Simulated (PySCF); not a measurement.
CH₃OS (SMILES C[S]=O), doublet, geometry from GFN2-xTB; CAMB3LYP/cc-pVTZ (PySCF).

Input for PySCF:
```python
from pyscf import gto, scf, dft

mol = gto.Mole()
mol.atom = '''
    C    -1.40271709    0.31982460    0.08199195
    S     0.23015887   -0.47502634   -0.16374880
    O     1.23323382    0.53427620    0.21796294
    H    -1.50359788    0.60751929    1.12391325
    H    -2.16276523   -0.40228329   -0.19206470
    H    -1.46574686    1.20202827   -0.54752301
'''
mol.basis = 'cc-pvtz'
mol.spin = 1
mol.verbose = 4
mol.build()

mf = dft.UKS(mol)
mf.xc = 'camb3lyp'
mf.kernel()
```

**Question.** Write the output that PySCF gives for this input, abridged.

**Answer.** 
```
PySCF version 2.14.0

[INPUT] verbose = 4
[INPUT] num. atoms = 6
[INPUT] num. electrons = 33
[INPUT] charge = 0
[INPUT] spin (= nelec alpha-beta = 2S) = 1
[INPUT] symmetry False subgroup None
[INPUT] Mole.unit = angstrom
[INPUT] Symbol           X                Y                Z      unit          X                Y                Z       unit  Magmom
[INPUT]  1 C     -1.402717090000   0.319824600000   0.081991950000 AA   -2.650751130347   0.604380901899   0.154942329919 Bohr   0.0
[INPUT]  2 S      0.230158870000  -0.475026340000  -0.163748800000 AA    0.434937229439  -0.897669684555  -0.309440385226 Bohr   0.0
[INPUT]  3 O      1.233233820000   0.534276200000   0.217962940000 AA    2.330474167351   1.009635692873   0.411890261905 Bohr   0.0
[INPUT]  4 H     -1.503597880000   0.607519290000   1.123913250000 AA   -2.841388194677   1.148045073490   2.123888230270 Bohr   0.0
[INPUT]  5 H     -2.162765230000  -0.402283290000  -0.192064700000 AA   -4.087033956432  -0.760205242589  -0.362949681197 Bohr   0.0
[INPUT]  6 H     -1.465746860000   1.202028270000  -0.547523010000 AA   -2.769860133341   2.271504224285  -1.034668535797 Bohr   0.0

nuclear repulsion = 107.634107841341
number of shells = 45
number of NR pGTOs = 191
number of NR cGTOs = 136
basis = cc-pvtz
ecp = {}

******** <class 'pyscf.dft.uks.UKS'> ********
method = UKS
initial guess = minao
damping factor = 0
level_shift factor = 0
DIIS = <class 'pyscf.scf.diis.CDIIS'>
diis_start_cycle = 1
diis_space = 8
diis_damp = 0
SCF conv_tol = 1e-09
SCF conv_tol_grad = None
SCF max_cycles = 50
direct_scf = True
direct_scf_tol = 1e-13
number electrons alpha = 17  beta = 16
XC library pyscf.dft.libxc version 7.1.2
    S. Lehtola, C. Steigemann, M. J. T. Oliveira, and M. A. L. Marques,  SoftwareX 7, 1–5 (2018)
XC functionals = camb3lyp
    T. Yanai, D. P. Tew, and N. C. Handy,  Chem. Phys. Lett. 393, 51 (2004)
radial grids:
    Treutler-Ahlrichs [JCP 102, 346 (1995); DOI:10.1063/1.469408] (M4) radial grids

becke partition: Becke, JCP 88, 2547 (1988); DOI:10.1063/1.454033
pruning grids: <function nwchem_prune>
grids dens level: 3
symmetrized grids: False
atomic radii adjust function: <function treutler_atomic_radii_adjust>
small_rho_cutoff = 0
Set gradient conv threshold to 3.16228e-05
tot grids = 76504
init E= -513.59090483208

cycle= 1 E= -513.173865729844  delta_E= 0.417  |g|= 0.572  |ddm|= 1.35
cycle= 2 E= -512.867396505511  delta_E= 0.306  |g|= 1.07  |ddm|= 0.973
cycle= 3 E= -513.30464272169  delta_E= -0.437  |g|= 0.0507  |ddm|= 0.696
cycle= 4 E= -513.305896239914  delta_E= -0.00125  |g|= 0.0339  |ddm|= 0.0466
cycle= 5 E= -513.306525761528  delta_E= -0.00063  |g|= 0.0115  |ddm|= 0.0266
cycle= 6 E= -513.306641062761  delta_E= -0.000115  |g|= 0.00471  |ddm|= 0.0115
cycle= 7 E= -513.306682151063  delta_E= -4.11e-05  |g|= 0.00171  |ddm|= 0.00961
cycle= 8 E= -513.306687624817  delta_E= -5.47e-06  |g|= 0.000563  |ddm|= 0.00387
cycle= 9 E= -513.306688049876  delta_E= -4.25e-07  |g|= 0.000144  |ddm|= 0.00113
cycle= 10 E= -513.306688068628  delta_E= -1.88e-08  |g|= 3.9e-05  |ddm|= 0.000229
cycle= 11 E= -513.306688070358  delta_E= -1.73e-09  |g|= 1.28e-05  |ddm|= 7.8e-05
cycle= 12 E= -513.306688070466  delta_E= -1.08e-10  |g|= 1.05e-05  |ddm|= 2.3e-05
Extra cycle  E= -513.30668807045  delta_E= 1.52e-11  |g|= 1.53e-05  |ddm|= 1.51e-05
converged SCF energy = -513.30668807045  <S^2> = 0.75642404  2S+1 = 2.0064138
```
